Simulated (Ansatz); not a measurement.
ClH$_{5}$O$_{2}$SSi$_{2}$ (`O[SiH](O)S[SiH2]Cl`) from Hartree–Fock to CCSD(T)

Cartesian coordinates in Å:
```
O 0.410 -1.006 -2.376
Si 0.470 -0.716 -0.769
O 1.994 -0.957 -0.257
S -0.209 1.306 -0.502
Si -0.901 1.111 1.494
Cl -2.805 0.344 1.573
H -0.335 -0.655 -2.866
H -0.360 -1.626 0.043
H 2.700 -0.467 -0.683
H -0.936 2.468 2.077
H -0.030 0.198 2.266
```

The species carries charge 0 and has multiplicity 1. All single points use the PBE0-D4/def2-TZVP geometry. It is one conformer, not always the lowest. Frozen core, restricted reference, Ansatz 0.2.0. CBS rows extrapolate triple and quadruple zeta; past MP2 they add the triple-zeta difference.

| basis | HF (Eh) | MP2 corr. | CCSD corr. | (T) | CCSD(T) total |
| --- | --- | --- | --- | --- | --- |
| def2-SVP | -1587.16512 | -0.82187 | -0.87837 | -0.02093 | -1588.06442 |
| def2-TZVPP | -1587.87933 | -1.08330 | -1.13760 | -0.04585 | -1589.06278 |
| def2-QZVPP | -1587.92921 | -1.17889 | – | – | – |
| CBS(def2) | -1587.93608 | -1.24970 | -1.30400 | as TZ | -1589.28593 |
